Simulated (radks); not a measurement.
Q: These are the eigenvalues of the occupied orbitals of an atom or ion with whole-number occupations (eV). Calculated with a radial shooting solver on a logarithmic mesh with Libxc functionals: scalar-relativistic Kohn-Sham, r2SCAN, spin-polarised, spherical densities, finite nucleus; meta-GGA in the generalised Kohn-Sham scheme; Fermi nuclear charge, rms radius of each element as measured or else 0.836 A^(1/3) + 0.57 fm.

| orbital | eigenvalue |
|---|---|
| 1s | -61312.64 |
| 2s | -10412.00 |
| 2p | -9173.719 |
| 3s | -2355.865 |
| 3p | -1980.730 |
| 3d | -1523.467 |
| 4s | -468.4208 |
| 4p | -344.7546 |
| 4d | -181.1941 |
| 5s | -56.5605 |
| 5p | -28.4610 |
| 6s | -4.0093 |
| 4f | -2.9923 |

Which element is it, and in what charge state? The configuration may be excited. Open shells, if any, are filled with parallel spins first.

A: Z = 70, ytterbium, charge 0: Yb in [Xe] 4f14 6s2. The list shows which subshells hold electrons but not how many an open one holds; the 1s level, -2253.2 hartree, gives Z - s = 67.1 by -(Z - s)^2/2, which with screening and relativity narrows Z to a few neighbours, and the depths of the outer levels then fix element, charge and occupations together.
